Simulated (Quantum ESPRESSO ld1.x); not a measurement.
Q: The mean radii <r> (bohr) of the occupied orbitals of an atom or ion are listed with their occupations. Method: Dirac Kohn-Sham, PBE, spin-unpolarised, spherical densities, point nucleus; computed with ld1.x of Quantum ESPRESSO 7.5.

| orbital | occ. | <r> |
|---|---|---|
| 1s1/2 | 2 | 0.02232 |
| 2s1/2 | 2 | 0.09459 |
| 2p1/2 | 2 | 0.07907 |
| 2p3/2 | 4 | 0.08581 |
| 3s1/2 | 2 | 0.2492 |
| 3p1/2 | 2 | 0.2388 |
| 3p3/2 | 4 | 0.2517 |
| 3d3/2 | 4 | 0.2236 |
| 3d5/2 | 6 | 0.2276 |
| 4s1/2 | 2 | 0.5642 |
| 4p1/2 | 2 | 0.5767 |
| 4p3/2 | 4 | 0.6054 |
| 4d3/2 | 4 | 0.6416 |
| 4d5/2 | 6 | 0.6516 |
| 5s1/2 | 2 | 1.318 |
| 5p1/2 | 2 | 1.446 |
| 5p3/2 | 4 | 1.519 |
| 4f5/2 | 2.14286 | 0.8188 |
| 4f7/2 | 2.85714 | 0.8267 |

Name the element and its charge. Open shells, if any, are shared by 2j + 1.

A: Z = 63, europium, charge +4: Eu4+ in [Xe] 4f5. The 1s radius gives Z: for a bare nucleus <r> = (2 gamma + 1)/(2Z) with gamma = sqrt(1 - (Z/c)^2), 0.02203 bohr for Z = 63, and screening makes it slightly larger (0.02232 here). The occupations add up to 59, and the charge is Z minus that.
